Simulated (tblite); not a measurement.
Compound: C₃H₈F₂Ge.
SMILES with atom numbers: `[F:1][CH2:2][C@H:3]([F:4])[CH2:5][GeH3:6]` (hydrogens: H7, H8 on C2; H9 on C3; H10, H11 on C5; H12, H13, H14 on Ge6)

Computed with GFN2-xTB (tblite), gas phase: L-BFGS steps from a force-field or distance-geometry start until the largest atomic force falls under 0.01 eV/Å.

Step 10: E = -595.4717 eV
```
atom  x, y, z in Å  |  force x, y, z in eV/Å
F1      2.2079    0.5668   -1.4645   -0.019  -0.051  -0.021
C2      2.0281    0.4500   -0.1129   -0.064   0.063   0.058
C3      0.5343    0.5315    0.2052    0.008  -0.008  -0.017
F4      0.3777    0.5709    1.5810    0.056   0.060  -0.058
C5     -0.2437   -0.6547   -0.3167   -0.136  -0.002   0.009
Ge6    -2.1451   -0.3997    0.1398   -0.083  -0.005   0.020
H7      2.4391   -0.5131    0.2009    0.026  -0.057  -0.029
H8      2.5842    1.2651    0.3539    0.011   0.086   0.096
H9      0.1093    1.4714   -0.1739    0.127  -0.002  -0.004
H10    -0.0791   -0.7521   -1.3877   -0.007  -0.006  -0.022
H11     0.1168   -1.5583    0.1751    0.079  -0.046  -0.066
H12    -2.9932   -1.4787   -0.4532    0.021   0.002   0.016
H13    -2.6322    0.9149   -0.3883    0.030  -0.041   0.023
H14    -2.3047   -0.4145    1.6192   -0.050   0.007  -0.003
```

Step 11: E = -595.4741 eV
```
atom  x, y, z in Å  |  force x, y, z in eV/Å
F1      2.2065    0.5643   -1.4634    0.002  -0.012  -0.018
C2      2.0311    0.4521   -0.1106   -0.066   0.016   0.036
C3      0.5375    0.5312    0.2056   -0.055  -0.035  -0.017
F4      0.3776    0.5762    1.5806    0.055   0.053  -0.046
C5     -0.2431   -0.6559   -0.3157   -0.137  -0.004   0.008
Ge6    -2.1496   -0.4001    0.1434    0.025  -0.015  -0.024
H7      2.4420   -0.5128    0.1980    0.034  -0.046   0.003
H8      2.5870    1.2677    0.3576   -0.002   0.058   0.059
H9      0.1123    1.4687   -0.1782    0.122   0.012  -0.005
H10    -0.0813   -0.7475   -1.3893   -0.021  -0.009   0.026
H11     0.1194   -1.5640    0.1700    0.055   0.011  -0.081
H12    -2.9952   -1.4784   -0.4521    0.014  -0.008   0.012
H13    -2.6331    0.9133   -0.3890    0.025  -0.030   0.024
H14    -2.3116   -0.4151    1.6207   -0.050   0.009   0.023
```

Step 12: E = -595.4758 eV
```
atom  x, y, z in Å  |  force x, y, z in eV/Å
F1      2.2054    0.5621   -1.4626    0.016   0.021   0.004
C2      2.0325    0.4537   -0.1083   -0.035  -0.034   0.006
C3      0.5389    0.5303    0.2055   -0.072  -0.040  -0.015
F4      0.3786    0.5812    1.5794    0.039   0.041  -0.019
C5     -0.2450   -0.6570   -0.3150   -0.081  -0.003   0.003
Ge6    -2.1531   -0.4007    0.1458    0.083  -0.024  -0.034
H7      2.4446   -0.5132    0.1958    0.029  -0.013   0.025
H8      2.5887    1.2707    0.3618   -0.035   0.009   0.016
H9      0.1169    1.4671   -0.1815    0.096   0.027  -0.014
H10    -0.0833   -0.7444   -1.3900   -0.040  -0.008   0.052
H11     0.1224   -1.5679    0.1646    0.026   0.049  -0.082
H12    -2.9964   -1.4784   -0.4510    0.005  -0.020   0.005
H13    -2.6333    0.9114   -0.3889    0.017  -0.014   0.021
H14    -2.3176   -0.4154    1.6221   -0.046   0.010   0.033
```

Step 13: E = -595.4772 eV
```
atom  x, y, z in Å  |  force x, y, z in eV/Å
F1      2.2048    0.5609   -1.4618    0.024   0.039   0.024
C2      2.0330    0.4543   -0.1064   -0.002  -0.065  -0.018
C3      0.5388    0.5288    0.2051   -0.047  -0.021  -0.011
F4      0.3801    0.5859    1.5782    0.017   0.026   0.006
C5     -0.2480   -0.6579   -0.3143   -0.006   0.005  -0.001
Ge6    -2.1545   -0.4016    0.1473    0.081  -0.028  -0.015
H7      2.4473   -0.5137    0.1946    0.019   0.015   0.037
H8      2.5894    1.2730    0.3650   -0.070  -0.039  -0.019
H9      0.1223    1.4663   -0.1845    0.063   0.037  -0.024
H10    -0.0857   -0.7419   -1.3896   -0.056  -0.005   0.045
H11     0.1253   -1.5702    0.1587    0.003   0.056  -0.066
H12    -2.9972   -1.4787   -0.4499    0.000  -0.028   0.001
H13    -2.6330    0.9096   -0.3885    0.013  -0.001   0.016
H14    -2.3233   -0.4154    1.6237   -0.038   0.009   0.025
```

Problem. Estimate the geometry and energy of step 14. (The exact step hangs on the optimiser's Hessian estimate; all steps are aligned on step 13, rigid shifts and turns removed.)

Solution. E = -595.4784 eV, largest force 0.119 eV/Å
```
atom  x, y, z in Å  |  force x, y, z in eV/Å
F1      2.2050    0.5608   -1.4607    0.028   0.043   0.029
C2      2.0332    0.4536   -0.1050    0.016  -0.068  -0.029
C3      0.5382    0.5273    0.2047   -0.001   0.010  -0.005
F4      0.3815    0.5906    1.5773   -0.004   0.011   0.018
C5     -0.2506   -0.6584   -0.3136    0.054   0.019  -0.003
Ge6    -2.1542   -0.4029    0.1484    0.037  -0.025   0.015
H7      2.4503   -0.5139    0.1945    0.009   0.023   0.042
H8      2.5888    1.2740    0.3672   -0.092  -0.067  -0.034
H9      0.1279    1.4661   -0.1876    0.033   0.037  -0.029
H10    -0.0889   -0.7396   -1.3886   -0.063   0.000   0.015
H11     0.1278   -1.5714    0.1525   -0.007   0.038  -0.036
H12    -2.9979   -1.4792   -0.4489    0.002  -0.030  -0.001
H13    -2.6326    0.9078   -0.3879    0.014   0.003   0.013
H14    -2.3291   -0.4153    1.6253   -0.027   0.008   0.006
```

The energy changes by -0.0012 eV. The first-order estimate −F·Δx gives -0.0016 eV and the mean of the old and new forces, exact on a quadratic surface, -0.0012 eV. The step makes an angle of 60° with the force vector and moves no atom by more than 0.007 Å.

The cost below is that of the whole relaxation. Time: 0.7 s of wall time. Hardware: an Arm Neoverse N1 with one thread, no GPU, shared host with 64 logical CPUs at a one-minute load of 57.
